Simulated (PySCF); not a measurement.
Changes within a family of molecules, several properties at once.

PySCF, CAM-B3LYP/def2-SVPD, density fitting, gas phase; each molecule at its own PBE0-D3(BJ)/def2-SVP geometry, one conformer. Singlet excitations by full TDDFT with frozen cores and triplets by Tamm–Dancoff TDDFT. 

Reference: `[H][Ge]([H])([F])[F]`, with HOMO energy -11.59 eV, LUMO energy 0.61 eV, lowest singlet excitation 8.27 eV, lowest triplet excitation 7.76 eV, mean polarisability 29.7 au and dipole moment 2.86 D.

Changes against it:

```tsv
molecule	Δ HOMO energy (eV)	Δ LUMO energy (eV)	Δ lowest singlet excitation (eV)	Δ lowest triplet excitation (eV)	Δ mean polarisability (au)	Δ dipole moment (D)
[H][Ge]([H])([GeH3])[GeH3]	+2.58	-0.08	-1.40	-1.82	+74.6	-2.78
[H][Ge]([H])([Br])[Br]	+1.77	-1.17	-2.40	-2.39	+44.7	-1.07
[H][Ge]([H])([NH]C)[NH]C	+3.72	+0.56	-2.42	-2.20	+44.0	-1.72
[H][Ge]([H])([SH])[SH]	+2.91	-0.45	-2.83	-2.79	+46.1	-2.47
[H][Ge]([H])([S]C)[S]C	+3.47	-0.05	-2.95	-2.87	+70.3	-0.40
[H][Ge]([H])([NH2])[NH2]	+3.18	+0.25	-2.21	-2.15	+19.6	-0.84
[H][Ge]([H])([Cl])[Cl]	+1.14	-0.72	-1.46	-1.50	+28.5	-0.74
[H][Ge]([H])([N]=C=S)[N]=C=S	+2.80	-0.83	-3.40	-3.41	+85.9	+0.69
[H][Ge]([H])([C](C)(C)C)[C](C)(C)C	+3.11	+0.45	-1.29	-0.93	+100.7	-2.15
[H][Ge]([H])([C]#C)[C]#C	+2.11	+0.18	-2.18	-2.78	+42.6	-2.72
```

Rows whose labels were lost:

```json
{"row": "P", "Δ HOMO energy (eV)": "-0.03", "Δ LUMO energy (eV)": "-0.85", "Δ lowest singlet excitation (eV)": "-1.24", "Δ lowest triplet excitation (eV)": "-1.97", "Δ mean polarisability (au)": "+27.4", "Δ dipole moment (D)": "+1.41"}
{"row": "Q", "Δ HOMO energy (eV)": "+1.71", "Δ LUMO energy (eV)": "-0.01", "Δ lowest singlet excitation (eV)": "-1.32", "Δ lowest triplet excitation (eV)": "-1.20", "Δ mean polarisability (au)": "+9.6", "Δ dipole moment (D)": "-0.71"}
{"row": "R", "Δ HOMO energy (eV)": "+3.55", "Δ LUMO energy (eV)": "+0.33", "Δ lowest singlet excitation (eV)": "-1.86", "Δ lowest triplet excitation (eV)": "-3.63", "Δ mean polarisability (au)": "+80.5", "Δ dipole moment (D)": "-2.04"}
```

Task: Which row belongs to which of `[H][Ge]([H])([CH2]C=C)[CH2]C=C`, `[H][Ge]([H])([OH])[OH]` and `[H][Ge]([H])([C]#N)[C]#N`?

Result: P = `[H][Ge]([H])([C]#N)[C]#N`, Q = `[H][Ge]([H])([OH])[OH]` and R = `[H][Ge]([H])([CH2]C=C)[CH2]C=C`. P and Q are told apart most clearly by the mean polarisability (+27.4 against +9.6 au); P and R are told apart most clearly by the mean polarisability (+27.4 against +80.5 au); Q and R are told apart most clearly by the mean polarisability (+9.6 against +80.5 au).

Task: Which row has the smallest HOMO–LUMO gap and which the largest, and does the HOMO or the LUMO shift more there?

Result: Smallest, counted from the reference: `[H][Ge]([H])([N]=C=S)[N]=C=S`, -3.63 eV (HOMO +2.80, LUMO -0.83), the larger shift being that of the HOMO. Largest: P, -0.82 eV (HOMO -0.03, LUMO -0.85), the larger shift being that of the LUMO. The gap of the reference itself lies above all of them.

Task: Fit a straight line for the change of the lowest singlet excitation against that of the lowest triplet excitation over the labelled rows, and test it on P, Q and R.

Result: Over the 10 labelled rows the slope is 0.89 eV/eV, the intercept -0.22 eV, r = 0.92 and the standard error 0.29 eV. P: predicted -1.97, computed -1.24 eV; Q: predicted -1.29, computed -1.32 eV; R: predicted -3.45, computed -1.86 eV. The mean miss is 0.79 eV, against 0.78 eV for guessing the labelled rows' mean: the line is of no use for them.
